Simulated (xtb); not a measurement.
BH3, SMILES B. All values are semi-empirical tight-binding results from xtb (GFN2-xTB unless named), good for trends rather than for accurate numbers. Geometry optimised at GFN2-xTB. The isomer is the one that the SMILES or the coordinates give; other isomers of the formula were not compared.

```json
{
 "point_group_as_xtb_finds_it": "D3h",
 "orbital_gap": "4.49 eV",
 "dipole_moment": "0.07 D",
 "zero_point_energy": "16.2 kcal/mol",
 "G − E(el) at 298.15 K (modified RRHO)": "5.2 kcal/mol",
 "static polarisability (D4 model)": "17.4 bohr³",
 "solvation energy, GFN2-xTB/ALPB(water)": "-0.8 kcal/mol",
 "solvation energy, GFN2-xTB/ALPB(dmso)": "-1.2 kcal/mol"
}
```

### Question
Give the IR lines (harmonic; lines under 4 % of the strongest left out, lines within 3 cm⁻¹ merged). (Estimate from the structure and the level; the computed values follow.)

### Answer
ν (cm⁻¹): 884 (vs), 1166 (m), 2731 (vs) (against the strongest line: vs over 80 %, s over 45 %, m over 15 %, w over 4 %, vw less)
